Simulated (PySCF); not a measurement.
F4Se (SMILES F[Se](F)(F)F), singlet, at a GFN2-xTB geometry; CAMB3LYP/aug-cc-pVDZ in PySCF.

The PySCF input:
```python
from pyscf import gto, scf, dft

mol = gto.Mole()
mol.atom = '''
    Se   -0.00203224    0.00254110    0.35944284
    F     0.96817789    1.31904607   -0.34335275
    F     1.32333862   -0.96859697   -0.32517209
    F    -0.96433922   -1.32384594   -0.33559484
    F    -1.31949995    0.96379711   -0.35377550
'''
mol.basis = 'aug-cc-pvdz'
mol.verbose = 4
mol.build()

mf = dft.RKS(mol)
mf.xc = 'camb3lyp'
mf.kernel()
```

The log (banner, timings and long lists left out):

```
PySCF version 2.14.0

[INPUT] verbose = 4
[INPUT] num. atoms = 5
[INPUT] num. electrons = 70
[INPUT] charge = 0
[INPUT] spin (= nelec alpha-beta = 2S) = 0
[INPUT] symmetry False subgroup None
[INPUT] Mole.unit = angstrom
[INPUT] Symbol           X                Y                Z      unit          X                Y                Z       unit  Magmom
[INPUT]  1 Se    -0.002032240000   0.002541100000   0.359442840000 AA   -0.003840377019   0.004801983055   0.679248525036 Bohr   0.0
[INPUT]  2 F      0.968177890000   1.319046070000  -0.343352750000 AA    1.829591051959   2.492635817984  -0.648842661616 Bohr   0.0
[INPUT]  3 F      1.323338620000  -0.968596970000  -0.325172090000 AA    2.500747561860  -1.830382998384  -0.614486193452 Bohr   0.0
[INPUT]  4 F     -0.964339220000  -1.323845940000  -0.335594840000 AA   -1.822337016977  -2.501706257717  -0.634182336417 Bohr   0.0
[INPUT]  5 F     -1.319499950000   0.963797110000  -0.353775500000 AA   -2.493493526877   1.821312577547  -0.668538804581 Bohr   0.0

nuclear repulsion = 464.12442326381
number of shells = 41
number of NR pGTOs = 226
number of NR cGTOs = 128
basis = aug-cc-pvdz
ecp = {}

******** <class 'pyscf.dft.rks.RKS'> ********
method = RKS
initial guess = minao
damping factor = 0
level_shift factor = 0
DIIS = <class 'pyscf.scf.diis.CDIIS'>
diis_start_cycle = 1
diis_space = 8
diis_damp = 0
SCF conv_tol = 1e-09
SCF conv_tol_grad = None
SCF max_cycles = 50
direct_scf = True
direct_scf_tol = 1e-13
XC library pyscf.dft.libxc version 7.1.2
    S. Lehtola, C. Steigemann, M. J. T. Oliveira, and M. A. L. Marques,  SoftwareX 7, 1–5 (2018)
XC functionals = camb3lyp
    T. Yanai, D. P. Tew, and N. C. Handy,  Chem. Phys. Lett. 393, 51 (2004)
radial grids:
    Treutler-Ahlrichs [JCP 102, 346 (1995); DOI:10.1063/1.469408] (M4) radial grids

becke partition: Becke, JCP 88, 2547 (1988); DOI:10.1063/1.454033
pruning grids: <function nwchem_prune>
grids dens level: 3
symmetrized grids: False
atomic radii adjust function: <function treutler_atomic_radii_adjust>
small_rho_cutoff = 0
Set gradient conv threshold to 3.16228e-05
Initial guess from minao.
tot grids = 77472
init E= -2800.44730938556
  HOMO = -0.400935491387785  LUMO = -0.0901894797146117  gap/eV = 8.45583
cycle= 1 E= -2800.69802546155  delta_E= -0.251  |g|=  1.1  |ddm|=  2.1
  HOMO = -0.373759502525256  LUMO = -0.105068484138723  gap/eV = 7.31146
cycle= 2 E= -2800.43501080745  delta_E= 0.263  |g|= 1.73  |ddm|= 1.81
  HOMO = -0.477958428589399  LUMO = -0.0876372135333012  gap/eV = 10.62118
cycle= 3 E= -2800.93962947532  delta_E= -0.505  |g|= 0.0582  |ddm|=    1
  HOMO = -0.464646706867335  LUMO = -0.0631828336224647  gap/eV = 10.92439
cycle= 4 E= -2800.94031107521  delta_E= -0.000682  |g|= 0.0207  |ddm|= 0.0684
  HOMO = -0.46744491566594  LUMO = -0.0653566223204036  gap/eV = 10.94138
cycle= 5 E= -2800.94040349423  delta_E= -9.24e-05  |g|= 0.00214  |ddm|= 0.0171
  HOMO = -0.46738427703725  LUMO = -0.0654210351879456  gap/eV = 10.93798
cycle= 6 E= -2800.94040922279  delta_E= -5.73e-06  |g|= 0.000553  |ddm|= 0.00747
  HOMO = -0.467437246859564  LUMO = -0.0654387686607336  gap/eV = 10.93894
cycle= 7 E= -2800.94040954958  delta_E= -3.27e-07  |g|= 0.000146  |ddm|= 0.00196
  HOMO = -0.467420667054719  LUMO = -0.0654299701491325  gap/eV = 10.93872
cycle= 8 E= -2800.94040956402  delta_E= -1.44e-08  |g|= 3.53e-05  |ddm|= 0.00039
  HOMO = -0.467417891195505  LUMO = -0.0654268104952065  gap/eV = 10.93873
cycle= 9 E= -2800.94040956449  delta_E= -4.65e-10  |g|= 7.83e-06  |ddm|= 5.76e-05
  HOMO = -0.467418010141791  LUMO = -0.0654272521502417  gap/eV = 10.93873
Extra cycle  E= -2800.94040956448  delta_E= 3.18e-12  |g|= 1.02e-05  |ddm|= 1.23e-05
converged SCF energy = -2800.94040956448
```
